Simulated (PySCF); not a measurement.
**Polarisability and C₆ of W⁴⁰⁺ (tungsten, charge +40)**

[Ar] 3d10 4s2 4p4, high-spin 3P determinant. Computed with PySCF 2.14 in an even-tempered Gaussian basis (17 s from 3.9 bohr⁻², ratio 2.5; 12 p from 5.1 bohr⁻², ratio 2.5; 8 d from 9 bohr⁻², ratio 2.5; 4 f from 28 bohr⁻², ratio 2.7; 4 g from 42 bohr⁻², ratio 2.7), with the non-relativistic Hamiltonian (point nucleus). Coupled (time-dependent) response in atomic units; α is the mean over directions.

```json
{"method": "UHF", "mean α (bohr³)": "0.05581", "α xx, yy, zz": "0.06197, 0.04348, 0.06197", "C₆ (like pair)": "0.01541", "S(−4)": "0.002058"}
```

S(−4) is the Cauchy moment in α(ω) = α(0) + S(−4) ω² + …

Spin-orbit coupling is absent.

α(iu) at UHF:

| u (hartree) | α(iu) (bohr³) |
| --- | --- |
| 0 | 0.05580 |
| 0.700 | 0.05483 |
| 1.40 | 0.05219 |
| 2.80 | 0.04452 |
| 4.20 | 0.03663 |
| 5.60 | 0.02992 |
| 7.00 | 0.02460 |
| 10.5 | 0.01612 |
| 14.0 | 0.01167 |
| 21.0 | 0.007549 |
| 35.0 | 0.004630 |

For an ion, C₆ is the dispersion term alone; charge-induced terms of lower order in 1/R come first.

The components differ because the open shell of this determinant is not spherical; for a pure term their mean is the scalar polarisability.

A non-relativistic calculation at this Z misses sizeable relativistic shifts. Spin-orbit coupling is strong in this species (close to jj coupling), so the high-spin LS determinant is a model state, not a physical level.
